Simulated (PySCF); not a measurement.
Bonds: C1-O2, O2-C3, C3-C4, C4-N5, C3-Si6, Si6-N7, Si6-O8, O8-Si9. C1 carries H10, H11, H12; C3 carries H13; C4 carries H14; N5 carries H15; Si6 carries H16; N7 carries H17, H18; Si9 carries H19, H20, H21.

Level of theory: shieldings: GIAO PBE0/pcSseg-1, coordinates at the GFN2-xTB level, in PySCF (equivalent nuclei averaged, non-relativistic Hamiltonian, isolated molecule, one computed conformer).

δ = σ(ref) − σ, references computed at the same level: $^{13}$C, $^{1}$H, $^{29}$Si vs TMS; H2O for $^{17}$O; NH3 for $^{15}$N.

```json
{"atoms": "H16", "nucleus": "$^{1}$H", "count": "1", "Hirshfeld charge": "-0.08", "δ (ppm)": "4.65"}
{"atoms": "C3", "nucleus": "$^{13}$C", "count": "1", "Hirshfeld charge": "-0.05", "δ (ppm)": "83.9"}
{"atoms": "H10/H11/H12", "nucleus": "$^{1}$H", "count": "3", "Hirshfeld charge": "0.04", "δ (ppm)": "3.61"}
{"atoms": "N7", "nucleus": "$^{15}$N", "count": "1", "Hirshfeld charge": "-0.32", "δ (ppm)": "?"}
{"atoms": "H15", "nucleus": "$^{1}$H", "count": "1", "Hirshfeld charge": "0.11", "δ (ppm)": "10.98"}
{"atoms": "H14", "nucleus": "$^{1}$H", "count": "1", "Hirshfeld charge": "0.04", "δ (ppm)": "?"}
{"atoms": "Si6", "nucleus": "$^{29}$Si", "count": "1", "Hirshfeld charge": "0.44", "δ (ppm)": "?"}
{"atoms": "N5", "nucleus": "$^{15}$N", "count": "1", "Hirshfeld charge": "-0.23", "δ (ppm)": "355.9"}
{"atoms": "C4", "nucleus": "$^{13}$C", "count": "1", "Hirshfeld charge": "0.04", "δ (ppm)": "182.4"}
{"atoms": "O8", "nucleus": "$^{17}$O", "count": "1", "Hirshfeld charge": "-0.31", "δ (ppm)": "39.7"}
{"atoms": "O2", "nucleus": "$^{17}$O", "count": "1", "Hirshfeld charge": "-0.13", "δ (ppm)": "15.5"}
{"atoms": "Si9", "nucleus": "$^{29}$Si", "count": "1", "Hirshfeld charge": "0.38", "δ (ppm)": "?"}
{"atoms": "H17/H18", "nucleus": "$^{1}$H", "count": "2", "Hirshfeld charge": "0.12", "δ (ppm)": "?"}
{"atoms": "C1", "nucleus": "$^{13}$C", "count": "1", "Hirshfeld charge": "-0.04", "δ (ppm)": "62.4"}
{"atoms": "H19/H20/H21", "nucleus": "$^{1}$H", "count": "3", "Hirshfeld charge": "-0.08", "δ (ppm)": "5.13"}
{"atoms": "H13", "nucleus": "$^{1}$H", "count": "1", "Hirshfeld charge": "0.04", "δ (ppm)": "3.64"}
```

Q: Fill in the missing shifts.

A: 
- H14: 8.75 ppm, hydrogen on a carbon bonded to C, N
- H17/H18: 1.32 ppm, hydrogen on a nitrogen bonded to Si
- N7: 31.4 ppm, nitrogen bonded to Si, 2 H
- Si6: -31.7 ppm, silicon bonded to C, N, O, H
- Si9: -44.6 ppm, silicon bonded to O, 3 H

The OH or NH signal is concentration- and solvent-dependent in practice; the value given is the gas-phase one. Shifts are as computed. Against solution values, carbons near 30 ppm lie about +3 ppm off and those near 130 ppm about +5 ppm. Of 1309 compounds with measured shifts, 239 miss one by over three times the rms of a fit or turn the order of signals round; such compounds aren't used in these exercises. Experimental scales use liquid or dissolved standards, which lie at an offset from isolated NH3 (liquid NH3: subtract about 20 ppm) and H2O (liquid H2O: subtract about 36 ppm). Unscaled 15N shifts of sp2 nitrogen come out 20 to 40 ppm too high even then.
